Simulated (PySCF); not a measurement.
Orbital picture of BBr⁺

B2PLYP at R = 1.758 Å; B pcseg-1, Br pcseg-1; no relativity (PySCF 2.14). State: ²Σ⁺ (doublet), unpaired electrons σ ↑. Only the outer orbitals are listed, counted within each symmetry.

```csv
spin,orbital,occ.,ε (eV),on B (%),main shells (%)
α,8σ,1,-33.42,13,84 Br s
α,9σ,1,-22.96,40,"46 Br p, 38 B s, 13 Br s"
α,4π,1,-18.44,15,"84 Br p, 14 B p"
α,4π,1,-18.44,15,"84 Br p, 14 B p"
α,10σ,1,-18.42,82,"44 B p, 39 B s, 17 Br p"
α,5π,0,-8.51,81,"81 B p, 15 Br p"
α,5π,0,-8.51,81,"81 B p, 15 Br p"
α,11σ,0,-2.55,74,"60 B p, 24 Br p, 13 B s"
β,8σ,1,-33.24,12,85 Br s
β,9σ,1,-22.23,31,"56 Br p, 23 B s, 12 Br s"
β,4π,1,-18.43,11,"89 Br p, 10 B p"
β,4π,1,-18.43,11,"89 Br p, 10 B p"
β,10σ,0,-10.13,91,"69 B s, 22 B p, 9 Br p"
β,5π,0,-7.43,83,"84 B p, 11 Br p"
β,5π,0,-7.43,83,"84 B p, 11 Br p"
```

Q: Which are the highest filled and the lowest empty level, where do they sit, and how wide is the gap?

A: Highest filled α 10σ at -18.42 eV (in %: 44 B p, 39 B s, 17 Br p); lowest empty β 10σ at -10.13 eV (in %: 69 B s, 22 B p, 9 Br p); the gap at B2PLYP is 8.29 eV.

```json
{
 "bond order (Mayer)": "1.77",
 "⟨S²⟩": "0.758",
 "charge on B (Mulliken, basis-dependent)": "0.72",
 "charge on B (Löwdin, basis-dependent)": "0.41",
 "dipole moment (positive dipole points towards Br; it is taken about the centre of mass and depends on that origin)": "-3.77 D"
}
```

Correlated steps freeze 10 core orbitals. Spin–orbit coupling is left out. B2PLYP dipoles, levels and charges come from its SCF part alone. The state was picked by a PBE0 search and need not be the measured ground state.
